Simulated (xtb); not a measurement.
xtb job for InFClBr, SMILES [Br][In]([F])[Cl], GFN2-xTB. 

```
$ xtb mol.xyz --gfn 2 --sp --chrg 0 --uhf 0 --json
$ cat mol.xyz
4

In     0.23763739     0.45459891     0.00000000
F      2.18644184     0.77065450    -0.00000000
Cl    -1.13146293     2.28575528    -0.00000000
Br    -0.34535254    -1.94483076    -0.00000000
```

It prints:

```
[banner left out]
          |                Calculation Setup                |
           -------------------------------------------------



           -------------------------------------------------
          |                 G F N 2 - x T B                 |
           -------------------------------------------------

        Reference                      10.1021/acs.jctc.8b01176
      * Hamiltonian:
        H0-scaling (s, p, d)           1.850000    2.230000    2.230000
        zeta-weighting                 0.500000
      * Dispersion:
        s8                             2.700000
        a1                             0.520000
        a2                             5.000000
        s9                             5.000000
      * Repulsion:
        kExp                           1.500000    1.000000
        rExp                           1.000000
      * Coulomb:
        alpha                          2.000000
        third order                    shell-resolved
        anisotropic                    true
        a3                             3.000000
        a5                             4.000000
        cn-shift                       1.200000
        cn-exp                         4.000000
        max-rad                        5.000000


          ...................................................
          :                      SETUP                      :
          :.................................................:
          :  # basis functions                  34          :
          :  # atomic orbitals                  31          :
          :  # shells                           11          :
          :  # electrons                        24          :
          :  max. iterations                   250          :
          :  Hamiltonian                  GFN2-xTB          :
          :  restarted?                      false          :
          :  GBSA solvation                  false          :
          :  PC potential                    false          :
          :  electronic temp.          300.0000000     K    :
          :  accuracy                    1.0000000          :
          :  -> integral cutoff          0.2500000E+02      :
          :  -> integral neglect         0.1000000E-07      :
          :  -> SCF convergence          0.1000000E-05 Eh   :
          :  -> wf. convergence          0.1000000E-03 e    :
          :  Broyden damping             0.4000000          :
          :  net charge                          0          :
          :  unpaired electrons                  0          :
          ...................................................

 iter      E             dE          RMSdq      gap      omega  full diag
   1    -14.6973102 -0.146973E+02  0.283E+01    2.27       0.0  T
   2    -14.7189471 -0.216368E-01  0.147E+01    2.94       1.0  T
   3    -14.7172017  0.174534E-02  0.120E+01    2.26       1.0  T
   4    -14.7331172 -0.159154E-01  0.285E+00    2.56       1.0  T
   5    -14.7337621 -0.644970E-03  0.170E+00    2.56       1.0  T
   6    -14.7342179 -0.455758E-03  0.525E-01    2.61       1.0  T
   7    -14.7342715 -0.535637E-04  0.459E-01    2.61       1.0  T
   8    -14.7344246 -0.153101E-03  0.256E-01    2.61       1.0  T
   9    -14.7344367 -0.120893E-04  0.124E-01    2.61       1.0  T
  10    -14.7344398 -0.313132E-05  0.487E-02    2.62       1.0  T
  11    -14.7344409 -0.107876E-05  0.331E-02    2.61       1.5  T
  12    -14.7344412 -0.342454E-06  0.950E-03    2.62       5.3  T
  13    -14.7344412 -0.147666E-07  0.164E-03    2.62      30.6  T
  14    -14.7344412 -0.654413E-09  0.473E-04    2.62     105.7  T
  15    -14.7344412 -0.938769E-10  0.127E-04    2.62     393.5  T

   *** convergence criteria satisfied after 15 iterations ***

         #    Occupation            Energy/Eh            Energy/eV
      -------------------------------------------------------------
         1        2.0000           -1.0928530             -29.7380
       ...           ...                  ...                  ...
         6        2.0000           -0.4970837             -13.5263
         7        2.0000           -0.4935781             -13.4309
         8        2.0000           -0.4849128             -13.1951
         9        2.0000           -0.4843445             -13.1797
        10        2.0000           -0.4798454             -13.0573
        11        2.0000           -0.4685627             -12.7502
        12        2.0000           -0.4646403             -12.6435 (HOMO)
        13                         -0.3685156             -10.0278 (LUMO)
        14                         -0.1812299              -4.9315
        15                         -0.0692924              -1.8855
        16                         -0.0460505              -1.2531
        17                         -0.0458827              -1.2485
       ...                                ...                  ...
        31                          1.2990266              35.3483
      -------------------------------------------------------------
                  HL-Gap            0.0961247 Eh            2.6157 eV
             Fermi-level           -0.4165780 Eh          -11.3357 eV

 SCC (total)                   0 d,  0 h,  0 min,  0.005 sec
 SCC setup                      ...        0 min,  0.000 sec (  1.575%)
 Dispersion                     ...        0 min,  0.000 sec (  0.510%)
 classical contributions        ...        0 min,  0.000 sec (  0.225%)
 integral evaluation            ...        0 min,  0.001 sec ( 15.760%)
 iterations                     ...        0 min,  0.003 sec ( 56.919%)
 molecular gradient             ...        0 min,  0.001 sec ( 23.473%)
 printout                       ...        0 min,  0.000 sec (  1.375%)

         :::::::::::::::::::::::::::::::::::::::::::::::::::::
         ::                     SUMMARY                     ::
         :::::::::::::::::::::::::::::::::::::::::::::::::::::
         :: total energy             -14.726119636684 Eh    ::
         :: gradient norm              0.000049073076 Eh/a0 ::
         :: HOMO-LUMO gap              2.615685555693 eV    ::
         ::.................................................::
         :: SCC energy               -14.734439909761 Eh    ::
         :: -> isotropic ES            0.034238868712 Eh    ::
         :: -> anisotropic ES         -0.000006486563 Eh    ::
         :: -> anisotropic XC         -0.008432180153 Eh    ::
         :: -> dispersion             -0.002919535616 Eh    ::
         :: repulsion energy           0.008320273077 Eh    ::
         :: add. restraining           0.000000000000 Eh    ::
         :: total charge              -0.000000000000 e     ::
         :::::::::::::::::::::::::::::::::::::::::::::::::::::

           -------------------------------------------------
          |                Property Printout                |
           -------------------------------------------------

    * Orbital Energies and Occupations

         #    Occupation            Energy/Eh            Energy/eV
      -------------------------------------------------------------
         1        2.0000           -1.0928530             -29.7380
         2        2.0000           -0.8703569             -23.6836
         3        2.0000           -0.7954512             -21.6453
         4        2.0000           -0.6039463             -16.4342
         5        2.0000           -0.5003756             -13.6159
         6        2.0000           -0.4970837             -13.5263
         7        2.0000           -0.4935781             -13.4309
         8        2.0000           -0.4849128             -13.1951
         9        2.0000           -0.4843445             -13.1797
Note: The following floating-point exceptions are signalling: IEEE_UNDERFLOW_FLAG IEEE_DENORMAL
normal termination of xtb
        10        2.0000           -0.4798454             -13.0573
        11        2.0000           -0.4685627             -12.7502
        12        2.0000           -0.4646403             -12.6435 (HOMO)
        13                         -0.3685156             -10.0278 (LUMO)
        14                         -0.1812299              -4.9315
        15                         -0.0692924              -1.8855
        16                         -0.0460505              -1.2531
        17                         -0.0458827              -1.2485
        18                         -0.0281354              -0.7656
        19                         -0.0258070              -0.7022
        20                         -0.0252712              -0.6877
        21                         -0.0243732              -0.6632
        22                         -0.0146454              -0.3985
        23                         -0.0060988              -0.1660
       ...                                ...                  ...
        31                          1.2990266              35.3483
      -------------------------------------------------------------
                  HL-Gap            0.0961247 Eh            2.6157 eV
             Fermi-level           -0.4165780 Eh          -11.3357 eV

     #   Z          covCN         q      C6AA      α(0)
     1  49 In       2.287     0.334   301.641    35.321
     2   9 F        0.687    -0.287    12.187     4.122
     3  17 Cl       0.788    -0.023    99.760    15.279
     4  35 Br       0.812    -0.024   185.345    21.950

 Mol. C6AA /au·bohr⁶  :       1941.182431
 Mol. C8AA /au·bohr⁸  :     156444.317324
 Mol. α(0) /au        :         76.670833


Wiberg/Mayer (AO) data.
largest (>0.10) Wiberg bond orders for each atom

 ---------------------------------------------------------------------------
     #   Z sym  total        # sym  WBO       # sym  WBO       # sym  WBO
 ---------------------------------------------------------------------------
     1  49 In   3.056 --     3 Cl   1.081     4 Br   1.037     2 F    0.939
     2   9 F    1.220 --     1 In   0.939     4 Br   0.141     3 Cl   0.140
     3  17 Cl   1.478 --     1 In   1.081     4 Br   0.258     2 F    0.140
     4  35 Br   1.435 --     1 In   1.037     3 Cl   0.258     2 F    0.141
 ---------------------------------------------------------------------------

Topologies differ in total number of bonds
Writing topology from bond orders to xtbtopo.mol

molecular dipole:
                 x           y           z       tot (Debye)
 q only:       -0.970      -0.141       0.000
   full:       -0.797       0.981       0.000       3.213
molecular quadrupole (traceless):
                xx          xy          yy          xz          yz          zz
 q only:       -4.386      -2.164       1.356       0.000       0.000       3.030
  q+dip:       -2.918      -5.824      -2.734       0.000       0.000       5.652
   full:       -4.378      -5.294      -4.726      -0.000       0.000       9.104


           -------------------------------------------------
          | TOTAL ENERGY              -14.726119636684 Eh   |
          | GRADIENT NORM               0.000049073076 Eh/α |
          | HOMO-LUMO GAP               2.615685555693 eV   |
           -------------------------------------------------

------------------------------------------------------------------------
------------------------------------------------------------------------
 total:
 SCF:
```

Self-consistency was reached.

Cost: around 0.03 core-seconds (rough).
